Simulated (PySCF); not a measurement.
Compound: C₇H₁₃NP (charge +1).
Z-matrix (Å and degrees, GFN2-xTB geometry), rows numbered from 1:
```
C 
C   1  1.5244
P   2  1.8185  1  111.31
N   3  1.6463  2  106.80  1   173.81
C   4  1.4633  3  120.36  2  -179.62
C   3  1.8128  2  113.33  1   -53.15
C   6  1.3390  3  108.14  2   116.15
C   7  1.4637  6  115.36  3     0.88
C   8  1.3397  7  115.37  6     1.01
H   1  1.0873  2  109.69  3  -179.99
H   1  1.0880  2  111.20  3    60.48
H   1  1.0878  2  111.11  3   -60.53
H   2  1.0941  1  110.91  3  -120.00
H   2  1.0943  1  111.46  3   118.89
H   4  1.0151  3  115.47  2    38.94
H   5  1.0913  4  112.93  3   -81.02
H   5  1.0887  4  108.42  3   158.23
H   5  1.0892  4  108.88  3    40.07
H   6  1.0755  3  125.24  2   -62.88
H   7  1.0779  6  124.26  3  -179.37
H   8  1.0778  7  120.33  6  -179.85
H   9  1.0755  3  124.50  2    62.76
```

NICS is the negative of the GIAO shielding at a point without a nucleus: at the ring centre (0) and 1 Å above and below it (1); zz is the component along the ring normal. Level: GIAO PBE0/pcSseg-1 (PySCF, non-relativistic, gas phase) on the GFN2-xTB geometry, one conformer.

Ring bond lengths (Å), with Mayer bond orders in brackets: P3–C6 1.813 (0.91), C6–C7 1.339 (1.77), C7–C8 1.464 (1.06), C8–C9 1.340 (1.76), C9–P3 1.800 (0.97).

Task: Give the NICS values of each ring in ppm.

Result: 
```csv
ring,type,NICS(0),"NICS(1), two faces","NICS(1)zz, two faces",rms pucker (Å),"centre to ring atoms, mean (Å)"
P3–C6–C7–C8–C9,"5-membered ring with P; formal bonds 2 double, 3 single",1.1,-1.0 / -2.0,3.9 / 3.2,0.01,1.31
```

Task: What can be read from them?

Result: 
- P3–C6–C7–C8–C9: mean NICS(1)zz 3.5 ppm, deshielded. P3 has four or more neighbours; no verdict on aromaticity is drawn.

Task: At the second NICS(1) probe listed for ring P3–C6–C7–C8–C9, 1 Å off the ring, what do the in-plane components average?

Result: The isotropic value is a third of the trace: (3 × -2.0 − (3.2))/2 = -4.6 ppm.

Task: How shielded are the nuclei of the rings and their hydrogens (means over atoms taken as equivalent)?

Result: 
```
   atoms                     environment  σ isotropic (ppm)  principal values of the symmetric part, first atom (ppm)
      P3  phosphorus bonded to 3 C and N              258.2                                       215.2, 263.6, 295.8
 C6 (×2)                alkene CH carbon               60.6                                        -39.2, 57.9, 156.7
 C7 (×2)                alkene CH carbon               23.1                                        -99.5, 25.1, 147.3
H19 (×2)                vinylic hydrogen              25.43                                          23.7, 25.7, 26.8
H20 (×2)                vinylic hydrogen              23.84                                          21.5, 22.9, 27.3
```
